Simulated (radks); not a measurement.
Q: All-electron atom: Xe28+ in [Ar] 3d8. Calculated with a radial shooting solver on a logarithmic mesh with Libxc functionals: scalar-relativistic Kohn-Sham, r2SCAN, spin-polarised, spherical densities, finite nucleus; open shells are filled with parallel spins first (spin-orbit coupling, left out, can overturn this in heavy ions); meta-GGA in the generalised Kohn-Sham scheme; Fermi nuclear charge, rms radius 4.7859 fm. Some entries of the table are withheld. Estimate them.

orbital  occ.  eigenvalue (eV)  <1/r> (bohr^-1)
1s up       1        -35505.81            58.11
1s down     1        -35505.81            58.11
2s up       1        -6427.283            13.39
2s down     1        -6419.363            13.40
2p up       3        -5876.369            12.76
2p down     3        -5870.473            12.77
3s up       1              (1)            4.982
3s down     1              (2)            4.968
3p up       3        -1884.501            4.750
3p down     3        -1876.157            4.736
3d up       5        -1631.586              (3)
3d down     3        -1621.044              (4)

A: 
(1) 3s up eigenvalue (eV): -2063.795
(2) 3s down eigenvalue (eV): -2055.936
(3) 3d up <1/r> (bohr^-1): 4.520
(4) 3d down <1/r> (bohr^-1): 4.510
